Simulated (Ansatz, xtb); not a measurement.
BCl2H3Si: which of two isomers lies lower

Structure I: `B[SiH](Cl)Cl`, a singlet. Structure II: `[SiH3]B(Cl)Cl`, a singlet. Both are isolated molecules in the gas phase, relaxed with PBE0-D4/def2-SVP; the shapes shown needn't be the lowest conformers.

I (Å):

```xyz
7

B    -1.4229   -0.9366   -0.6926
Cl   -1.3677    2.3851    0.0338
Cl   -1.1944    0.9987   -3.0624
Si   -0.5825    0.8323   -1.0791
H    -0.8211   -1.9633   -0.8928
H    -2.5865   -0.9838   -0.3811
H     0.8958    0.9819   -1.0422
```

II (Å):

```xyz
7

B     0.1733   -1.0811    0.2787
Cl   -1.2287   -2.1024    0.5151
Cl    1.7579   -1.7840    0.4995
Si   -0.0906    0.8586   -0.2370
H    -0.8529    0.9227   -1.5231
H    -0.9047    1.5381    0.8189
H     1.2071    1.5801   -0.3979
```

Quicker runs give these differences E(II) − E(I): GFN2-xTB +0.519 eV; HF/STO-3G +0.214 eV (at GFN2-xTB geometries); r2SCAN-D4/def2-SVP −0.389 eV (at GFN2-xTB geometries).

**Question.** Estimate which is lower in electronic energy at CCSD(T)/def2-SVP + ΔMP2/def2-TZVPP, and by roughly how much.

**Answer.** Too close to call at this level: CCSD(T)/def2-SVP + ΔMP2/def2-TZVPP gives E(II) − E(I) = −0.078 eV.

How the difference moves with the method:

```csv
level,geometry,E(II) − E(I) (eV),departure from the last row (eV),"job, with rough time for the two"
GFN2-xTB,GFN2-xTB,+0.519,+0.597,"optimisation, 0.16 s"
HF/STO-3G,GFN2-xTB,+0.214,+0.292,"single point, 0.2 s"
r2SCAN-D4/def2-SVP,GFN2-xTB,−0.389,−0.312,"single point, 1.4 s"
PBE0-D4/def2-SVP,PBE0-D4/def2-SVP,−0.342,−0.264,"optimisation, 17 s"
HF/def2-SVP,PBE0-D4/def2-SVP,−0.032,+0.046,part of the CCSD(T) run
MP2/def2-SVP,PBE0-D4/def2-SVP,−0.417,−0.339,part of the CCSD(T) run
CCSD(T)/def2-SVP,PBE0-D4/def2-SVP,−0.446,−0.368,single point
CCSD(T)/def2-SVP + ΔMP2/def2-TZVPP,PBE0-D4/def2-SVP,−0.078,,"single point, 6.5 s"
```

As drawn, II has 2 B–Cl, 2 Si–H in place of 2 Cl–Si, 2 B–H.

GFN2-xTB, HF/STO-3G put the two in the other order. The largest departure from CCSD(T)/def2-SVP + ΔMP2/def2-TZVPP is that of GFN2-xTB, 0.597 eV. The last row adds to CCSD(T) the change of the MP2 difference between the two basis sets, here +0.368 eV, a large step that makes the value less sure.

With harmonic frequencies from PBE0-D4/def2-SVP (ideal gas, rigid rotor, one conformer each, 298.15 K, 1 atm): on the last row, ΔE + ΔZPE = −0.117 eV. A mode under 50 cm⁻¹ makes harmonic enthalpies and free energies unreliable, so none is given.

The correlated steps freeze 16 core orbitals. Run with Ansatz 0.2.0, xtb 6.7.1; the last row on 2 threads of Intel(R) Xeon(R) 6975P-C (Granite Rapids) on a shared host.
